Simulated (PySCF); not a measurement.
Compound: C4H11N3Si.
Atom-mapped SMILES: `[CH3:1][NH:2][Si@H:3]1[N:4]=[CH:5][CH2:6][N:7]1[CH3:8]`

Definitions: NICS(0) = −σiso at the ring centroid; NICS(1) = −σiso and NICS(1)zz = −σzz at ±1 Å along the ring normal z. Level: GIAO PBE0/pcSseg-1 (PySCF, non-relativistic, gas phase) on the GFN2-xTB geometry, one conformer.

Ring bond lengths (Å), with Mayer bond orders in brackets: Si3–N4 1.760 (0.94), N4–C5 1.257 (1.95), C5–C6 1.498 (1.01), C6–N7 1.434 (0.97), N7–Si3 1.723 (0.94).

Q: What do the NICS probes read (ppm)?

A: 
```
           ring                                                              type  NICS(0)  NICS(1), two faces  NICS(1)zz, two faces  rms pucker (Å)  centre to ring atoms, mean (Å)
Si3–N4–C5–C6–N7  5-membered ring with 2 N and Si; formal bonds 1 double, 4 single     -3.1         -4.1 / -3.7           -4.6 / -4.9            0.05                            1.30
```

Q: What can be read from them?

A: 
- Si3–N4–C5–C6–N7: mean NICS(1)zz -4.7 ppm, shielded. Si3, C6 have four or more neighbours, so the value isn't read as a sign of a π ring current.

Q: At the first NICS(1) probe listed for ring Si3–N4–C5–C6–N7, 1 Å off the ring, what do the in-plane components average?

A: The isotropic value is a third of the trace: (3 × -4.1 − (-4.6))/2 = -3.8 ppm.

Q: List the ring angles and the Hirshfeld charges of the ring atoms.

A: 
- Si3–N4–C5–C6–N7: Si3 92.9° (+0.425 e), N4 109.5° (-0.278 e), C5 119.7° (+0.054 e), C6 105.5° (-0.035 e), N7 111.1° (-0.181 e); sum 538.7° against 540° for a flat convex ring.

Q: What are the shieldings of the ring atoms and their hydrogens in the same run (means over atoms taken as equivalent)?

A: 
```csv
atoms,environment,σ isotropic (ppm),"principal values of the symmetric part, first atom (ppm)"
Si3,SiH silicon,360.2,"314.9, 357.1, 408.5"
N4,C=N nitrogen,-128.8,"-465.2, -175.7, 254.5"
C5,C=N carbon,2.0,"-109.5, 1.6, 114.0"
C6,sp3 carbon bound to nitrogen,119.9,"101.1, 104.4, 154.2"
N7,silicon-bound nitrogen,234.1,"202.1, 239.3, 260.9"
H on Si3,Si–H hydrogen,26.54,"23.5, 25.2, 31.0"
H on C5,hydrogen on a C=N carbon,22.88,"21.3, 22.5, 24.8"
H on C6,methylene hydrogen,28.10,"24.0, 26.4, 33.9"
H on C6,methylene hydrogen,28.30,"24.4, 26.3, 34.1"
```
